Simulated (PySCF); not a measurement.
Question: Write Cartesian coordinates for `FC1=C([Si@@H](F)P)C1` as optimised with PBE0-D3(BJ)/def2-SVP.

Answer: 
```xyz
12
C3H5F2PSi angstrom
F     -1.5530   -2.4608    0.0236
C     -1.4416   -1.1666    0.1181
C     -0.6728   -0.1312   -0.0225
Si     0.8573    0.8080   -0.3945
F      0.6836    2.2994    0.2319
P      2.5707   -0.2101    0.6502
C     -2.1705    0.0478    0.4292
H      1.0320    0.9844   -1.8628
H      2.4154   -1.3666   -0.1781
H      3.5681    0.3696   -0.1940
H     -2.8922    0.4671   -0.2889
H     -2.3697    0.3284    1.4747
```

Any rigid rotation of these coordinates is as good. Atoms count from 1 in this order. Si4 (fluorine-bound silicon) is distorted tetrahedral (angles from 106.5° to 115.0°). P6 (three-coordinate phosphorus) is pyramidal (angles 94.2°, 93.5° and 90.8°, sum 278.6°, 0.88 Å off the plane of its three neighbours). The C–C distances run from 1.297 Å (C2=C3, drawn double) to 1.575 Å (C3–C7, drawn single), a spread of 0.278 Å. The 3-membered ring C2–C3–C7 has internal angles of 50.6° to 69.7°.

Bonds between heavy atoms (Å): F1–C2 1.302, C2=C3 1.297, C3–Si4 1.833, Si4–F5 1.627, Si4–P6 2.250, C3–C7 1.575, C2–C7 1.450.

The calculation used PBE0-D3(BJ)/def2-SVP geometry optimisation, gas phase in PySCF 2.14.0.

Point group: C1 (no symmetry element, even within 0.4 Å). Stationary, but not proved a minimum. The numbers are those of one conformer (C2–C3–Si4–F5 -164°, C3–Si4–P6–H 66° and 159°).
